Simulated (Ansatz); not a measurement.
**A barrier at the coupled-cluster level**

Start structure (GeNH$_{5}$O, singlet), relaxed at PBE0-D4/def2-TZVP:

```tsv
atom	x (Å)	y (Å)	z (Å)
Ge1	-0.6066	0.1494	0.1658
N2	1.2209	0.1617	0.2640
O3	-1.0592	-1.0365	-1.0788
H4	-0.4792	-0.9700	-1.8417
H5	-1.0217	1.5782	-0.2325
H6	-1.3419	-0.3648	1.4136
H7	1.6486	-0.5684	0.8142
H8	1.6390	1.0506	0.4954
```

The step: GeNH₅O ([NH2][GeH2][OH]) → GeH₂O ([O][GeH2]) + NH₃ (still joined by a long Ge–N bond); bonds formed: N2–H4; bonds broken: O3–H4; bonds weakened to dative contacts: Ge1–N2. Computed with Ansatz 0.2.0 (basis: def2-TZVPP and def2-QZVPP); correlated methods freeze the cores. Filled d shells of the heavier atoms are correlated. The def2 sets are not built for correlating such inner shells, so the correlated values are less sure here. Extrapolation: Hartree–Fock as exp(−7.88 √X), correlation as X^−2.97. Energies below are by CCSD(T) at an estimated basis limit (MP2 extrapolated from triple and quadruple zeta, plus CCSD(T) − MP2 in triple zeta).

Q: What are the electronic barrier and the energy of the step, from the start structure to the end structure? (An estimate is asked for; the value comes from the calculation.)

A: Computed: Barrier 1.757 eV; step energy 1.394 eV (uphill); reverse barrier, their difference, 0.363 eV. Barrier and step energy count from the start structure, the reverse barrier from the end structure.

The saddle point: One imaginary mode of 1207i cm⁻¹.
```tsv
pair	start (Å)	saddle (Å)	end (Å)
N2–H4	2.93	1.19	1.02
Ge1–N2	1.83	1.99	2.14
O3–H4	0.96	1.43	2.54
```

Zero-point energy (harmonic, PBE0-D4): ZPE is 1.508 eV at the start and 1.431 eV at the saddle, so the barrier goes from 1.757 to 1.680 eV.

First-order rate constant out of the start structure at 898 K by transition-state theory, with harmonic vibrational free energies alone and no tunnelling: ΔA‡ = 1.864 eV, so k = (kB T/h) exp(−ΔA‡/kB T) ≈ 10^3 s⁻¹ (an order of magnitude at best: rotation, the number of equivalent paths and anharmonicity are left out).

No T1 diagnostic of these runs exceeds 0.018.

Labels in which every atom is bracketed show which atoms are joined, not bond orders.

For scale, one of the runs: CCSD(T)/def2-TZVPP, 180 basis functions, launched by `ansatz run in.yaml --threads 4 --pin off --events-out ev --progress --plain --max-ram 9574MiB`. Time: 42 s of wall clock on 4 CPU threads of an Arm Neoverse V1; the host was shared. Peak host memory: 1.8 GiB.
